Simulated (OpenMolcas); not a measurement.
**Multiconfigurational calculation on Re⁴⁺**

Input:

```
&GATEWAY
Coord
1

Re 0.0 0.0 0.0
Basis=ANO-RCC-VTZP
Group=XYZ
NoMove
AngMom=0.0 0.0 0.0
AMFI
&SEWARD
* reference wave functions (RASSCF and RASSI steps not shown): 3 electrons in 5 orbitals (5d)
>>> COPY JOB001 $Project.JobIph
&CASPT2
Multistate=10 1 2 3 4 5 6 7 8 9 10
Frozen=14 16
IPEA=0.25
Shift=0.2
MaxIter=60
WThr=0.0 0.3 0.05
PrWF=0.5
NoMix
>>> COPY JOB002 $Project.JobIph
&CASPT2
Multistate=40 1 2 3 4 5 6 7 8 9 10 11 12 13 14 15 16 17 18 19 20 21 22
23 24 25 26 27 28 29 30 31 32 33 34 35 36 37 38 39 40
Frozen=14 16
IPEA=0.25
Shift=0.2
MaxIter=60
WThr=0.0 0.3 0.05
PrWF=0.5
NoMix
```

Output, cut to the results:

```
--- CASPT2 ---
Orbital specifications:
      -----------------------

      Symmetry species                           1   2
                                                ag  au
      Frozen orbitals                           14  16
      Inactive orbitals                          1   3
      Active orbitals                            5   0
      Secondary orbitals                        31  34
      Deleted orbitals                           0   0
      Number of basis functions                 51  53
Type of calculation                        MS-CASPT2
      Fock operator                              state-specific
      IPEA shift                                 0.25
      Real shift                                 0.20
      Imaginary shift                            0.00
      The input orbitals will be transformed to quasi-canonical
Reference energy:      -16673.3633995473
      E2 (Non-variational):      -0.2385018136
      Shift correction:          -0.0071025233
      E2 (Variational):          -0.2456043369
      Total energy:          -16673.6090038842
      Residual norm:              0.0000005625
      Reference weight:           0.96571
      Contributions to the CASPT2 correlation energy
      Active & Virtual Only:         -0.0130478221
      One Inactive Excited:          -0.1040828301
      Two Inactive Excited:          -0.1213711614
Reference energy:      -16673.3633995473
      E2 (Non-variational):      -0.2395359662
      Shift correction:          -0.0071953014
      E2 (Variational):          -0.2467312676
      Total energy:          -16673.6101308150
      Residual norm:              0.0000007944
      Reference weight:           0.96527
      Contributions to the CASPT2 correlation energy
      Active & Virtual Only:         -0.0134148421
      One Inactive Excited:          -0.1044951650
      Two Inactive Excited:          -0.1216259592
::    CASPT2 Root  1     Total energy: -16673.60900388
::    CASPT2 Root  2     Total energy: -16673.61013081
::    CASPT2 Root  3     Total energy: -16673.61026364
::    CASPT2 Root  4     Total energy: -16673.60968119
::    CASPT2 Root  5     Total energy: -16673.60964550
::    CASPT2 Root  6     Total energy: -16673.60918415
::    CASPT2 Root  7     Total energy: -16673.60909333
::    CASPT2 Root  8     Total energy: -16673.56012461
::    CASPT2 Root  9     Total energy: -16673.56012460
::    CASPT2 Root 10     Total energy: -16673.56012459
::    MS-CASPT2 Root  1     Total energy: -16673.61059852
::    MS-CASPT2 Root  2     Total energy: -16673.61020920
::    MS-CASPT2 Root  3     Total energy: -16673.60987919
::    MS-CASPT2 Root  4     Total energy: -16673.60965703
::    MS-CASPT2 Root  5     Total energy: -16673.60923485
::    MS-CASPT2 Root  6     Total energy: -16673.60893105
::    MS-CASPT2 Root  7     Total energy: -16673.60851902
::    MS-CASPT2 Root  8     Total energy: -16673.56011996
::    MS-CASPT2 Root  9     Total energy: -16673.56011532
::    MS-CASPT2 Root 10     Total energy: -16673.56011220
--- CASPT2 ---
Orbital specifications:
      -----------------------

      Symmetry species                           1   2
                                                ag  au
      Frozen orbitals                           14  16
      Inactive orbitals                          1   3
      Active orbitals                            5   0
      Secondary orbitals                        31  34
      Deleted orbitals                           0   0
      Number of basis functions                 51  53
Type of calculation                        MS-CASPT2
      Fock operator                              state-specific
      IPEA shift                                 0.25
      Real shift                                 0.20
      Imaginary shift                            0.00
      The input orbitals will be transformed to quasi-canonical
Reference energy:      -16673.3003007010
      E2 (Non-variational):      -0.2485159880
      Shift correction:          -0.0079455280
      E2 (Variational):          -0.2564615160
      Total energy:          -16673.5567622170
      Residual norm:              0.0000008708
      Reference weight:           0.96179
      Contributions to the CASPT2 correlation energy
      Active & Virtual Only:         -0.0208187937
      One Inactive Excited:          -0.1050233022
      Two Inactive Excited:          -0.1226738922
Reference energy:      -16673.3003007010
      E2 (Non-variational):      -0.2485543858
      Shift correction:          -0.0079500838
      E2 (Variational):          -0.2565044697
      Total energy:          -16673.5568051706
      Residual norm:              0.0000008290
      Reference weight:           0.96177
      Contributions to the CASPT2 correlation energy
      Active & Virtual Only:         -0.0208199298
      One Inactive Excited:          -0.1050684973
      Two Inactive Excited:          -0.1226659587
::    CASPT2 Root  1     Total energy: -16673.55676222
::    CASPT2 Root  2     Total energy: -16673.55680517
::    CASPT2 Root  3     Total energy: -16673.55689717
::    CASPT2 Root  4     Total energy: -16673.55675770
::    CASPT2 Root  5     Total energy: -16673.55688260
::    CASPT2 Root  6     Total energy: -16673.55691553
::    CASPT2 Root  7     Total energy: -16673.55678261
::    CASPT2 Root  8     Total energy: -16673.55677888
::    CASPT2 Root  9     Total energy: -16673.55678521
::    CASPT2 Root 10     Total energy: -16673.54154344
::    CASPT2 Root 11     Total energy: -16673.53894080
::    CASPT2 Root 12     Total energy: -16673.53794537
::    CASPT2 Root 13     Total energy: -16673.53740622
::    CASPT2 Root 14     Total energy: -16673.54259881
::    CASPT2 Root 15     Total energy: -16673.53791541
::    CASPT2 Root 16     Total energy: -16673.54043680
::    CASPT2 Root 17     Total energy: -16673.53908757
::    CASPT2 Root 18     Total energy: -16673.53903981
::    CASPT2 Root 19     Total energy: -16673.53710605
...
```

Levels above the lowest, from the spin-orbit matrix with the single-state CASPT2 energies, averaged by term, on its diagonal:

```tsv
Configuration	Term	J	E (eV)	Measured (eV)	g	Term weight %	Second
5d³	⁴F	3/2	0.0000	0.0000	0.467	86	12 ²D(1)
5d³	⁴F	5/2	0.602	0.6017	1.036	95	4 ²D(1)
5d³	⁴F	7/2	1.122	1.1125	1.203	89	10 ²G
5d³	⁴F	9/2	1.497	1.4771	1.243	66	27 ²G
5d³	⁴P	3/2	1.661		1.412	49	33 ²P
5d³	⁴P	1/2	1.904	1.7761	2.138	73	27 ²P
5d³	²G	7/2	2.424	2.3573	0.933	87	11 ⁴F
5d³	²H	9/2	2.528	2.4756	1.055	57	26 ⁴F
5d³	⁴P	5/2	2.670	2.5940	1.560	91	6 ²D(1)
5d³	²D(1)	3/2	2.990		1.182	47	40 ⁴P
5d³	²P	1/2	3.180	2.9346	1.199	73	27 ⁴P
5d³	²H	11/2	3.421	3.3571	1.091	100	
5d³	²D(1)	5/2	3.688	3.5632	1.213	88	6 ⁴P
5d³	²G	9/2	3.839	3.7648	1.057	56	36 ²H
5d³	²P	3/2	4.300	4.0625	1.201	59	28 ²D(1)
5d³	²F	5/2	4.449	4.2355	0.901	88	10 ²D(2)
5d³	²F	7/2	4.487	4.2930	1.134	96	4 ²G
5d³	²D(2)	3/2	6.766		0.805	98	
5d³	²D(2)	5/2	6.795	6.5051	1.177	86	10 ²F
```

Against the 15 measured excited levels shown (the list in Brasseur, Gamrath and Quinet, At. Data Nucl. Data Tables 157, 101636 (2024)) the mean absolute deviation is 970 cm-1; the largest miss in energy is 5d³ ²D_5/2(2): computed 6.795, measured 6.5051 eV (+4.5 %), and the largest in proportion 5d³ ²P_1/2 [73 %] (+8.4 %).

Term energies are means over components that CASPT2 splits; among the terms shown or strongly mixed into the levels shown the widest spread is 1100 cm-1 (5d³ ²H). The CASPT2 spread within a term exceeds the gap to the next term for 5d³ ²P and 5d³ ²H, 5d³ ²H and 5d³ ²D(1), so the order of their levels is uncertain. Computed and measured levels are paired by configuration, term and J; levels that our copy of the source lacks, or whose pairing is in doubt (as where it misses far off the trend of its configuration), stay unpaired and out of the deviations. Only configurations of the active space appear.

The term weight is that of the spin-free term in the level, not the purity of its configuration. A share in square brackets marks a mixed level and gives the weight of the term that names it. A number in round brackets counts repeated terms of one configuration in the order of the reference energies.
